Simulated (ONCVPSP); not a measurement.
## Before and after: ONCV potential for Pt

```
Element                 : platinum (Pt)
Generator               : ONCVPSP 4.0.1
Type                    : optimised norm-conserving Vanderbilt (ONCV)
Functional              : PBE
Relativity              : scalar-relativistic
Frozen core             : [Kr] 4d10 4f14
Valence charge          : 18
Reference configuration : 5s2 5p6 5d9 6s1
Partial waves           : 5s+6s: rc 1.55 bohr, ncon 5, nbas 10, qcut 8.3 1/bohr, 2 projectors; 5p: rc 1.15 bohr, ncon 5, nbas 10, qcut 6.3 1/bohr, 2 projectors, debl 3.9 Ha; 5d: rc 2.05 bohr, ncon 4, nbas 8, qcut 6.4 1/bohr, 2 projectors, debl 0.3 Ha
Local potential         : polynomial inside 0.95 bohr (lpopt 5, dvloc0 0 Ha)
Core correction         : Teter function fitted to the true core (icmod 2), fcfact 0.2
```

Change: all radii but the core radius scaled by about 0.86 (s 1.34, p 1.00, d 1.76 bohr); local potential polynomial inside 0.82 bohr (lpopt 5, dvloc0 0 Ha).

Cutoffs: the cutoffs (Ha) at which the residual kinetic energy of the hardest occupied pseudo-wave falls to 1 and 0.1 mHa per electron; they do not see the model core or the augmentation charge, which bear on the density cutoff. Errors are all-electron minus pseudo energies relative to the spin-unpolarised reference configuration.

Problem. Predict the effect on cutoff, ghosts and configuration errors.

Solution. The potential gets neither clearly harder nor softer (224 Ha and 258 Ha → 181 Ha and 306 Ha); a bound ghost appears in s, which as a rule spoils a file; the lowest positive-energy flag moves from s at 22.5 eV to p at 205.7 eV; of the 4 tests that both files solve, the error grows in 0 and shrinks in 1 by more than 15 % and 0.3 meV (median size 5.9 → 4.2 meV).

```csv
quantity,base,changed
"cutoff, loose",224 Ha,181 Ha
"cutoff, tight",258 Ha,306 Ha
loose cutoff by channel,"s 27 Ha, p 224 Ha, d 16 Ha","s 31 Ha, p 181 Ha, d 18 Ha"
bound ghosts,none,s
GHOST(+) flags under 300 eV,"s at 22.5 eV, d at 50.9 eV",p at 205.7 eV
"error for 5s2 5p6 5d9 6s0, meV [ΔE 9.19 eV]",-3.8,-3.5
"error for 5s2 5p6 5d8 6s0, meV [ΔE 29.16 eV]",-7.9,-5.0
"error for 5s2 5p6 5d7 6s0, meV [ΔE 61.38 eV]",-11,-12
"error for 5s2 5p6 5d9 6s0.5, meV [ΔE 3.69 eV]",-1.5,-1.4
"rms error of d²Exc/dni dnj with the model core, mHa",0.20,0.35
```

 A true bound ghost makes a file unfit for plane-wave use even where its test errors are small: the radial tests pick states by their node count and pass the ghost by.
